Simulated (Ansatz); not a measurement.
Reaction (redistribution): `C[SiH2][CH2][AlH2]` + `C=NC[TeH]` → `C=N[SiH2]C` + `[AlH2][CH2]C[TeH]`

Program: Ansatz. Geometries: PBE0-D4/def2-TZVP. ΔE: electronic, gas phase. CCSD(T)/CBS adds triple-zeta CCSD(T) − MP2 to the extrapolated MP2 energy (def2 sets, frozen cores). DFT in def2-TZVPP. B3LYP here is the variant with VWN-RPA as its local correlation; programs differ in this. Elements past krypton have def2 core potentials. For Te outer-core shells are correlated without core-valence functions, which leaves a few kJ/mol of doubt a bond. One conformer a species, not always the lowest.

```csv
level,ΔE (kJ/mol)
ωB97M-V,-24.4
r2SCAN,-15.5
B3LYP,-26.1
MP2/def2-TZVPP,-25.2
```

What does CCSD(T)/CBS give? (Best estimate.)

Ansatz gave: -24.9 kJ/mol. The listed levels differ from it by 0.5, 9.4, -1.2, -0.3 kJ/mol.

Largest T1 diagnostic among the species: 0.012.

In def2-TZVPP, CCSD(T) changes the Hartree–Fock value by +20.7 kJ/mol (the triples alone add +4.1 kJ/mol) and MP2 by +19.8 kJ/mol. From PBE to PBE0 (25 % exact exchange), in def2-TZVPP and without D4, ΔE moves by −5.7 kJ/mol. The D4 term adds +3.5 kJ/mol with B3LYP and +1.9 kJ/mol with PBE0; it sums over pairs of atoms, weighted by their polarisabilities, and B3LYP, whose exchange is more repulsive, gets the larger term.
